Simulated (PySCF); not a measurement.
Dipole response of Sc²⁺ (scandium, charge +2)

[Ar] 3d1, 2D determinant. All numbers are calculated (PySCF 2.14, the non-relativistic Hamiltonian (point nucleus), in aug-cc-pVTZ with one added diffuse shell each of s, p, d, f, g type (9s8p6d4f3g, 118 functions)). Coupled (time-dependent) response in atomic units; α is the mean over directions.

| method | mean α (bohr³) | α xx, yy, zz | C₆ (like pair) | S(−4) |
| --- | --- | --- | --- | --- |
| UHF | 4.391 | 5.058, 5.058, 3.056 | 13.02 | 16.28 |
| PBE | 5.118 | 6.050, 6.050, 3.254 | 14.77 | 32.29 |

S(−4) is the Cauchy moment in α(ω) = α(0) + S(−4) ω² + …

α(iu) at PBE:

| u (hartree) | α(iu) (bohr³) |
| --- | --- |
| 0 | 5.118 |
| 0.0500 | 5.040 |
| 0.100 | 4.838 |
| 0.200 | 4.307 |
| 0.300 | 3.833 |
| 0.500 | 3.153 |
| 0.750 | 2.559 |
| 1.00 | 2.105 |
| 1.50 | 1.458 |
| 2.00 | 1.042 |
| 3.00 | 0.5874 |
| 5.00 | 0.2529 |

A single London oscillator, α(iu) = α/(1 + u²/ω²), gives C₆ = (3/4) ω α². Matching the computed C₆ needs ω = 4 × 14.77 / (3 × 5.118²) = 0.752 hartree.

For an ion, C₆ is the dispersion term alone; charge-induced terms of lower order in 1/R come first.

The components differ because the open shell of this determinant is not spherical; for a pure term their mean is the scalar polarisability.
